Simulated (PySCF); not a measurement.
## How methods differ on the ionisation energy of As⁺

As⁺ [Ar] 3d10 4s2 4p2 (3P) → As²⁺ [Ar] 3d10 4s2 4p1 (2P), as a difference of total energies. Calculation: PySCF 2.14, in jorge-DZP-DKH; the spin-free X2C one-electron Hamiltonian (Gaussian nucleus). Correlated levels: valence: [Ar] 3d10 frozen. The calculations carry no spin-orbit coupling.

| method | ionisation energy (eV) | difference from reference (eV) |
| --- | --- | --- |
| UHF | 17.947 | -0.642 |
| M06-L | 18.189 | -0.400 |
| r2SCAN | 18.654 | +0.065 |
| MP2 (valence) | 17.928 | -0.661 |
| SCS-MP2 (valence) | 17.880 | -0.709 |
| CCSD (valence) | 17.859 | -0.730 |
| CCSD(T) (valence) | 17.860 | -0.729 |

Reference: 18.589 eV (measured; NIST Atomic Spectra Database, ionization energies).

The reference lies between the lowest fine-structure levels, while these numbers refer to the centres of the terms.

Errors of the correlated levels include the incompleteness of this basis and the frozen core.
